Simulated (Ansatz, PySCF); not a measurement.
Potential energy curve for BH, singlet.

- RKS-BP86/6-31G* = restricted BP86/6-31G*, spherical d run with PySCF
- UKS-PBE = unrestricted PBE/cc-pVTZ (Ansatz, an electronic-structure program)
- RKS-B3LYP/6-31G* = restricted B3LYP/6-31G*, spherical d (PySCF)

Total energies in hartree (comparable only within one method and basis):

| R / Å | RKS-BP86/6-31G* | UKS-PBE | RKS-B3LYP/6-31G* |
|---|---|---|---|
| 0.98 | -25.23069 | -25.20175 | -25.24791 |
| 1.06 | -25.25472 | -25.22359 | -25.27097 |
| 1.12 | -25.26520 | -25.23281 | -25.28069 |
| 1.17 | -25.27033 | -25.23709 | -25.28517 |
| 1.22 | -25.27295 | -25.23899 | -25.28714 |
| 1.24 | -25.27343 | -25.23922 | -25.28736 |
| 1.26 | -25.27362 | -25.23918 | -25.28729 |
| 1.32 | -25.27280 | -25.23775 | -25.28569 |
| 1.38 | -25.27030 | -25.23478 | -25.28243 |
| 1.44 | -25.26661 | -25.23071 | -25.27799 |
| 1.54 | -25.25869 | -25.22234 | -25.26888 |
| 1.64 | -25.24948 | -25.21280 | -25.25859 |
| 1.87 | -25.22673 | -25.18958 | -25.23364 |
| 2.05 | -25.20925 | -25.17205 | -25.21470 |
| 2.21 | -25.19468 | -25.15765 | -25.19894 |
| 2.49 | -25.17210 | -25.13610 | -25.17440 |
| 2.78 | -25.15290 | -25.12318 | -25.15326 |
| 3.05 | -25.13861 | -25.11671 | -25.13719 |
| 3.35 | -25.12612 | -25.11282 | -25.12282 |
| 3.79 | -25.11300 | -25.11050 | -25.10715 |
| 4.35 | -25.10303 | -25.10976 | -25.09451 |
| 4.97 | -25.09777 | -25.10956 | -25.08705 |

The restricted form behind RKS-BP86/6-31G*, RKS-B3LYP/6-31G* keeps the bonding electrons paired and can't separate into open-shell fragments. The unrestricted determinant behind UKS-PBE is spin-contaminated at 0.98 to 1.44, 2.49 to 4.97 Å (<S²> up to 1.0, against 0.00 for a pure singlet).
